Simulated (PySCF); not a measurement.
SiF2ClBr, SMILES F[Si](F)(Cl)Br. Atoms are numbered in the order given.

```xyz
5

F      1.3011     0.8172    -1.2879
Si     0.3942     0.5431     0.0000
F      1.3011     0.8172     1.2879
Cl    -1.1608     1.8348     0.0000
Br    -0.2630    -1.5287     0.0000
```

Coordinates come from a PBE0-D3(BJ)/def2-SVP optimisation. This is a generated structure with no PubChem entry under its InChIKey; it may be hypothetical.

Two levels are set side by side: PBE/pcSseg-1 (PySCF) and HF/pcSseg-1 (PySCF). GIAO shifts against CFCl3 (¹⁹F), HCl (³⁵Cl), TMS (²⁹Si) at the same level; non-relativistic, no solvent, atoms listed together averaged. Without spin–orbit terms, shifts of atoms bonded to Cl or Br come out too high at both levels. Differences are taken from unrounded values.

```json
[
 {"quantity": "δ(¹⁹F) of F1, F3 (ppm)", "HF": "-85.3"},
 {"quantity": "δ(²⁹Si) of Si2 (ppm)", "HF": "-35.3"},
 {"quantity": "δ(³⁵Cl) of Cl4 (ppm)", "HF": "49.6"}
]
```

What does PBE give, and how far is it from HF? (An estimate is asked for; the answer gives what the named calculation found.)


```json
[
 {"quantity": "δ(¹⁹F) of F1, F3 (ppm)", "PBE": "-115.1", "PBE minus HF": "-29.8"},
 {"quantity": "δ(²⁹Si) of Si2 (ppm)", "PBE": "-24.4", "PBE minus HF": "10.9"},
 {"quantity": "δ(³⁵Cl) of Cl4 (ppm)", "PBE": "135.9", "PBE minus HF": "86.2"}
]
```

Rough cost on one machine, each run with all the roots and properties that it gave: HF against PBE within a factor of 2.
